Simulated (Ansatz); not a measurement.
Cartesian coordinates in Å:
```
C 0.2084 -1.6294 -1.3558
C -0.9741 -1.0379 -1.2012
Si -1.1705 0.7090 -0.5730
N 0.3136 1.3126 0.0698
Si 0.9864 0.9045 1.6028
O 0.5152 -0.6157 2.0091
H 1.1353 -1.1079 -1.1263
H 0.3091 -2.6443 -1.7299
H -1.8674 -1.6047 -1.4633
H -2.2196 0.7112 0.4801
H -1.6034 1.5907 -1.6910
H 0.8749 1.8891 -0.5386
H 2.4625 1.0625 1.4789
H 0.4931 1.7400 2.7231
H 0.5366 -1.2797 1.3153
```

The species carries charge 0 and has multiplicity 1.

Question: List the ωB97M-V/def2-TZVPP orbital energies in eV (Ansatz). (Best estimate.)

Answer: Ansatz gave: Occupied: -1807.43, -1807.11, -526.03, -394.11, -281.89, -281.48, -148.38, -148.15, -102.52, -102.49, -102.47, -102.27, -102.25, -102.24, -30.82, -26.45, -24.38, -19.30, -18.46, -17.44, -16.22, -15.65, -14.93, -13.91, -13.42, -12.81, -12.29, -12.07, -11.83, -11.12, -10.39, -9.92. Lowest empty: 1.34, 1.97, 2.34, 2.91, 3.20, 3.50, 3.56, 3.63.
